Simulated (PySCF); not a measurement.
## 29Si chemical shifts

[PySCF: GIAO PBE0/pcSseg-1 shieldings; GFN2-xTB structure; single conformer; no relativistic terms; in vacuum; rapidly exchanging positions averaged]

Shieldings were converted by a linear fit to measured shifts: 29Si (scatter 8.9 ppm rms, 25.8 ppm with the 6 outliers that the fit left out vs TMS, solution or neat liquid). Occasional misses reach two or three times the rms, and more in compound classes unlike the fitted ones.

Task: Give the 29Si shifts of `C[C@]1([SiH2]CF)CN[SiH2]N1`, `C=C(CF)[SiH2]N(C)[SiH2]N`, `C1C[C@@H](C2CC2)[SiH2]1`, `Oc1cccc([SiH2][SiH2]S)c1`.

Result: 
```
                                                           compound                                            environment  δ (ppm)
   [CH3:1][C@:2]1([SiH2:3][CH2:4][F:5])[CH2:6][NH:7][SiH2:8][NH:9]1  Si8: silicon bonded to 2 N, 2 H, in a 5-membered ring    -28.7
   [CH3:1][C@:2]1([SiH2:3][CH2:4][F:5])[CH2:6][NH:7][SiH2:8][NH:9]1                        Si3: silicon bonded to 2 C, 2 H    -37.2
   [CH2:1]=[C:2]([CH2:3][F:4])[SiH2:5][N:6]([CH3:7])[SiH2:8][NH2:9]                        Si8: silicon bonded to 2 N, 2 H    -29.9
   [CH2:1]=[C:2]([CH2:3][F:4])[SiH2:5][N:6]([CH3:7])[SiH2:8][NH2:9]                       Si5: silicon bonded to C, N, 2 H    -40.0
                                            C1C[C@@H](C2CC2)[SiH2]1       silicon bonded to 2 C, 2 H, in a 4-membered ring    -40.3
[OH:1][c:2]1[cH:3][cH:4][cH:5][c:6]([SiH2:7][SiH2:8][SH:9])[cH:10]1                      Si8: silicon bonded to S, Si, 2 H    -58.7
[OH:1][c:2]1[cH:3][cH:4][cH:5][c:6]([SiH2:7][SiH2:8][SH:9])[cH:10]1                      Si7: silicon bonded to C, Si, 2 H    -60.4
```

Task: Order these by 29Si shift, lowest first.
A. FC(F)(F)P1CC([SiH3])C1
B. C#CC(C)(C)[SiH2]C
C. C=C=C(C)[SiH2]CC

Result: A (-58.8 ppm, silicon bonded to C, 3 H), C (-40.1 ppm, silicon bonded to 2 C, 2 H), B (-27.4 ppm, silicon bonded to 2 C, 2 H).
